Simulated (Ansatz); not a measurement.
Program: Ansatz. Geometries: PBE0-D4/def2-TZVP. ΔE: electronic, gas phase. CCSD(T)/CBS is the MP2 limit (def2-TZVPP, def2-QZVPP) plus CCSD(T) − MP2 in def2-TZVPP, frozen cores. This one scheme is used for every species. Functionals use def2-TZVPP. B3LYP here is the variant with VWN-RPA as its local correlation; programs differ in this. Each species was taken in one conformer, which may not be the lowest.

Consider the cleavage of the Si–B bond: `CC#CB(O)[SiH3]` + `[OH][Al]([OH])[OH]` → `[OH][Al]([OH])[O][SiH3]` + `CC#CBO`.

```csv
level,ΔE (kJ/mol),difference from CCSD(T)/CBS
PBE-D4,-98.2,25.8
r2SCAN-D4,-118.1,5.9
PBE0-D4,-108.9,15.1
B3LYP-D4,-123.5,0.5
ωB97X-V,-122.2,1.8
ωB97M-V,-125.2,-1.2
B2PLYP,-129.0,-5.0
PBE,-99.7,24.3
r2SCAN,-118.6,5.4
PBE0,-110.3,13.7
B3LYP,-126.1,-2.1
HF/def2-TZVPP,-156.2,-32.2
MP2/def2-TZVPP,-129.5,-5.5
SCS-MP2/def2-TZVPP,-135.0,-11.0
CCSD/def2-TZVPP,-128.8,-4.8
CCSD(T)/def2-TZVPP,-123.8,0.2
HF/def2-QZVPP,-158.8,-34.8
MP2/def2-QZVPP,-130.5,-6.5
SCS-MP2/def2-QZVPP,-135.9,-11.9
HF/CBS(def2),-159.2,-35.2
MP2/CBS(def2),-129.7,-5.7
CCSD/CBS(def2),-129.0,-5.0
CCSD(T)/CBS,-124.0,0
```

Largest T1 diagnostic among the species: 0.014.

From PBE to PBE0 (25 % exact exchange), in def2-TZVPP and without D4, ΔE moves by −10.6 kJ/mol. In def2-TZVPP, CCSD(T) changes the Hartree–Fock value by +32.4 kJ/mol (the triples alone add +5.0 kJ/mol) and MP2 by +26.7 kJ/mol.

CCSD(T)/CBS has its own doubt, a few kJ/mol and more with outer-core shells, so smaller differences from it don't rank the levels.
